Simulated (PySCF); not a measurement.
## Unknown compound

The spectra below were simulated for a compound C₆H₆N₂Si.

1H NMR (600 MHz, computed): δ 4.40 (s, 3H), 2.17 (s, 3H).

13C{1H} NMR (computed): δ 117.5 (C), 93.4 (C), 71.9 (C), 6.2 (C), 4.7 (CH3).

One conformer, one averaged value for each set of equivalent atoms, isolated molecule, non-relativistic. Geometry from GFN2-xTB; NMR shieldings at PBE0/pcSseg-1/GIAO; PySCF 2.14.0 with density-fitted response routines.

References, each an isolated molecule treated in the same way: 1H (31.72 ppm), 13C (186.93 ppm) against TMS.

**Question.** Choose the structure that fits.
A. C=C/C(C#N)=C\[SiH2]C#N
B. CC#CC([SiH3])(C#N)C#N
C. C=CC#C[Si@@H](C#N)N=C

**Answer.** B. 

- Rings plus π bonds: 6 (no ring in the answer).
- 5 carbon signals for 6 carbons: some carbons are equivalent by symmetry or fast rotation.
- Carbon types of the structure: 5 × C, 1 × CH3, leaving 3 H on heteroatoms.
- δC 117.5: nitrile carbon; typical of a nitrile.
- δC 93.4, 71.9: alkyne carbon; sp carbons lie upfield of alkene carbons because the cylindrical π system leaves one tensor component strongly shielded.
- δC 6.2: fully substituted sp3 carbon bonded to Si, α to a nitrile; an electropositive neighbour leaves it electron-rich and shielded.
- δC 4.7: propargylic methyl carbon; saturated and bonded to C and H only.
- δH 2.17: hydrogen on a propargylic methyl carbon.

The others: C=C/C(C#N)=C\[SiH2]C#N would give 6 carbon signals, not 5; C=CC#C[Si@@H](C#N)N=C would give 6 carbon signals, not 5.

Shifts are as computed. Against solution values, carbons near 30 ppm lie about +3 ppm off and those near 130 ppm about +5 ppm. Of 1309 compounds with measured shifts, 239 miss one by over three times the rms of a fit or turn the order of signals round; such compounds aren't used in these exercises. No couplings were computed; multiplicities are counted from neighbouring protons, with m where these are inequivalent, close in shift, in a saturated or five-membered ring or joined by F or P, and br s for small geminal =CH2 splittings.
